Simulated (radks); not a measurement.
The numbers below are computed, except where a source is named.
Spherical quantum dot in the effective-mass picture: electrons in a parabolic well V = omega^2 r^2 / 2 with omega = 1.01, with a point charge +2 (a donor) at the centre, all in effective atomic units (hartree* = m*/eps^2 hartree, bohr* = eps/m* bohr), one dielectric constant everywhere. Level of theory: non-relativistic Kohn-Sham, LDA (Slater exchange, Perdew-Wang correlation), spin-polarised, spherical densities (a radial shooting solver with Libxc functionals). Levels are named by radial order and angular momentum (1s, 1p, 1d, 2s, ...), and open shells are averaged over m. Results are scaled to m* = 0.393 and eps = 17.1, for which hartree* = 36.57 meV and bohr* = 2.303 nm.

N = 27, configuration 1s2 1p6 1d10 2s2 1f(up 7, down 0). This is the lowest configuration that the search found. Occupied and some empty levels:

| level | occupation | eigenvalue (meV) | <r> (nm) |
|---|---|---|---|
| 1s up | 1 | 415.55 | 2.166 |
| 1s down | 1 | 415.80 | 2.122 |
| 1p up | 3 | 453.47 | 4.701 |
| 1p down | 3 | 455.58 | 4.622 |
| 2s up | 1 | 458.11 | 4.892 |
| 2s down | 1 | 460.48 | 4.878 |
| 1d up | 5 | 473.29 | 5.582 |
| 1d down | 5 | 476.02 | 5.550 |
| 1f up | 7 | 493.70 | 6.166 |
| 2p up | 0 | 494.88 | 5.253 |
| 1f down | 0 | 496.65 | 6.161 |
| 2p down | 0 | 496.71 | 5.291 |
| 1g up | 0 | 515.54 | 6.630 |
| 1g down | 0 | 518.51 | 6.643 |
| 2d up | 0 | 521.91 | 5.902 |
| 2d down | 0 | 523.77 | 5.916 |

Energy (meV): total 7579.56, kinetic 1055.3, external 1750.2, Hartree 5246.5, exchange-correlation -472.51.

Electron density:

| r (nm) | n(r) (e/nm^3) |
|---|---|
| 0.498 | 0.1766 |
| 1.05 | 0.07280 |
| 1.61 | 0.03428 |
| 2.16 | 0.02109 |
| 2.71 | 0.01800 |
| 3.27 | 0.01861 |
| 3.82 | 0.01995 |
| 4.38 | 0.02049 |
| 4.93 | 0.01955 |
| 5.49 | 0.01705 |
| 6.04 | 0.01341 |
| 6.59 | 0.009420 |
| 7.15 | 0.005830 |
| 7.70 | 0.003156 |
| 8.26 | 0.001485 |
| 8.81 | 0.0006087 |
| 9.37 | 0.0002151 |
| 9.92 | 0.00006593 |
| 10.5 | 0.00001750 |
| 11.0 | 4.051e-06 |
